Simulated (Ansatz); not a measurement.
In₈Sb₇H₂₄, a nanocrystal cut from zinc blende InSb (hydrogen-capped). Charge 0, multiplicity 2. Geometry PBE-D4/def2-SVP, that of the charge -1 singlet; atoms count from 1.

```tsv
atom	x (Å)	y (Å)	z (Å)
Sb1	-1.420	-2.073	-3.947
Sb2	-3.509	-0.854	-0.508
Sb3	-0.477	1.922	-3.062
Sb4	1.084	-1.361	-0.191
Sb5	1.700	3.118	0.828
Sb6	-1.327	0.334	3.382
Sb7	2.863	0.265	3.692
In8	-1.227	0.360	-5.437
In9	-4.116	-2.266	-3.015
In10	0.843	-3.162	-2.440
In11	-1.329	-1.566	1.225
In12	1.645	1.163	-1.279
In13	3.183	-1.883	1.727
In14	3.541	2.983	3.118
In15	0.675	0.333	5.534
H16	-1.509	-3.191	-5.264
H17	-4.894	-0.656	0.503
H18	-3.315	0.830	-0.802
H19	-1.847	2.164	-2.050
H20	-0.260	3.602	-3.396
H21	0.072	3.238	1.374
H22	1.700	4.664	0.059
H23	-2.950	0.419	3.964
H24	-1.378	1.876	2.618
H25	4.140	-0.103	4.799
H26	-2.787	0.955	-5.956
H27	0.230	0.457	-6.399
H28	-5.211	-1.242	-3.912
H29	-4.521	-3.863	-2.430
H30	0.292	-4.708	-1.838
H31	2.235	-2.926	-3.472
H32	-1.703	-3.132	1.913
H33	3.147	1.319	-2.165
H34	4.717	-1.566	0.951
H35	2.778	-3.350	2.587
H36	5.093	3.145	2.328
H37	2.928	4.097	4.317
H38	0.379	-1.215	6.292
H39	0.534	1.871	6.352
```

In the def2 sets In, Sb take a core potential; there is no spin–orbit coupling. Single mean-field runs in def2-SVP are fitted with def2-universal-jkfit.

Question: Estimate the Mulliken populations of the heavy atoms from the PBE0/def2-SVP orbitals of Ansatz.

Answer: 
```
atom  charge (e)  spin (α − β)
 Sb1       -0.19          0.12
 Sb2        0.01          0.05
 Sb3        0.01          0.05
 Sb4       -0.25          0.35
 Sb5        0.01          0.05
 Sb6        0.01          0.05
 Sb7       -0.19          0.12
 In8        0.21          0.00
 In9        0.21          0.00
In10        0.22          0.08
In11        0.19         -0.02
In12        0.19         -0.02
In13        0.22          0.08
In14        0.21          0.00
In15        0.21          0.00
```
Mulliken values and Mayer orders depend strongly on the basis.

Question: Where does the spin sit?

Answer: Summed by element: Sb 0.79, In 0.11, H 0.10, of 1 unpaired in all. Largest on single atoms: Sb4 0.35, Sb7 0.12, Sb1 0.12.

Question: And the Mayer bond orders between bonded heavy atoms (over 0.3)?

Answer: Sb1–In8 0.74 (2.86 Å); Sb1–In9 0.75 (2.86 Å); Sb1–In10 0.64 (2.93 Å); Sb2–In9 0.55 (2.94 Å); Sb2–In11 0.71 (2.87 Å); Sb3–In8 0.55 (2.94 Å); Sb3–In12 0.71 (2.87 Å); Sb4–In10 0.57 (2.89 Å); Sb4–In11 0.84 (2.81 Å); Sb4–In12 0.84 (2.81 Å); Sb4–In13 0.57 (2.89 Å); Sb5–In12 0.71 (2.87 Å); Sb5–In14 0.55 (2.94 Å); Sb6–In11 0.71 (2.87 Å); Sb6–In15 0.55 (2.94 Å); Sb7–In13 0.63 (2.93 Å); Sb7–In14 0.75 (2.86 Å); Sb7–In15 0.74 (2.86 Å).
